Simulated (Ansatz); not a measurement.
A structure relaxed at PBE0-D4/def2-TZVPD in Ansatz, charge -1, doublet:

Cartesian coordinates in Å:
```
Ca -0.1358 1.2381 -0.2056
O -0.6260 -0.7357 -0.1414
O 0.7618 -0.5024 0.3470
```

(1) Give its formula and point group.

(2) Summarise the bond lengths by kind (pairs closer than 1.2 times the sum of covalent radii, bridged metal pairs left out).

## Answers

(1) CaO₂⁻. Point group C2v (tolerance 0.1 Å).

(2) 2 × Ca–O 2.03 Å; 1 × O–O 1.49 Å.

The structure holds 1 bond(s) between oxygen atoms. The highest occupied level of the charge -1 doublet lies above zero (up to 0.26 eV). It is a level of α spin, whose loss leaves a singlet; that state wasn't run at this geometry and level. The electron is either unbound and held by the finite basis, or the level is raised by self-interaction error. The relaxation made no stability test and no search for a lower SCF solution. Another isomer (doublet) lies 0.18 eV lower at PBE0-D4/def2-TZVPD; other spin states weren't run for this one.
